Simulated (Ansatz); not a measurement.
Isolated molecules relaxed with PBE0-D4/def2-TZVP in Ansatz; ΔE leaves out vibrations. CCSD(T)/CBS is the MP2 limit (def2-TZVPP, def2-QZVPP) plus CCSD(T) − MP2 in def2-TZVPP, frozen cores. def2 core potentials past Kr. For In, Se outer-core shells are correlated without core-valence functions, which leaves a few kJ/mol of doubt a bond. Scalar relativity is left out up to krypton. Each species was taken in one conformer, which may not be the lowest.

Consider the ligand exchange at the In–Se bond: `[SiH3][O][InH][SeH]` + `O[SiH3]` → `[SiH3][O][InH][O][SiH3]` + H₂Se.

```json
{"species": "`[SiH3][O][InH][SeH]`", "CCSD/def2-TZVPP energy (Eh)": "-2956.85153"}
{"species": "`O[SiH3]`", "CCSD/def2-TZVPP energy (Eh)": "-366.61114"}
{"species": "`[SiH3][O][InH][O][SiH3]`", "CCSD/def2-TZVPP energy (Eh)": "-922.13453"}
{"species": "H₂Se", "CCSD/def2-TZVPP energy (Eh)": "-2401.30510"}
```

Task: Work out ΔE.

Result: ΔE = (-922.13453) + (-2401.30510) − (-2956.85153) − (-366.61114) = 0.02304 Eh = +60.5 kJ/mol. CCSD(T)/CBS gives +63.1 kJ/mol.

Largest T1 diagnostic among the species: 0.015.

The D4 term adds −4.5 kJ/mol with B3LYP and −2.8 kJ/mol with PBE0; it sums over pairs of atoms, weighted by their polarisabilities, and B3LYP, whose exchange is more repulsive, gets the larger term. From r2SCAN to r2SCAN0 (25 % exact exchange), in def2-TZVPP and without D4, ΔE moves by +4.1 kJ/mol.

B3LYP here is the variant with VWN-RPA as its local correlation; programs differ in this.
